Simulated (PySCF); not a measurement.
Vertical excitations of a molecule C3H9NSi2 from TDA-PBE0/def2-SVPD (PySCF 2.14.0), as energy in eV (oscillator strength): 6.92 (0.001), 7.29 (0.038), 7.41 (0.011), 7.72 (0.016), 7.91 (0.203), 8.05 (0.018), 8.12 (0.068), 8.15 (0.010), 8.25 (0.040), 8.33 (0.014). Lowest triplet (TDA): 6.01 eV. Geometry optimised at PBE0-D3(BJ)/def2-SVP. The values are those of a single conformer.

Q: Which molecule gave these data?
A) N#C[C@@H]([SiH3])C[SiH3]
B) CN1C=C[SiH2][SiH2]1
C) N[Si@H]1CC=C[SiH2]1
D) C=C1[SiH2]C[Si@@H]1N

A: A, N#C[C@@H]([SiH3])C[SiH3]
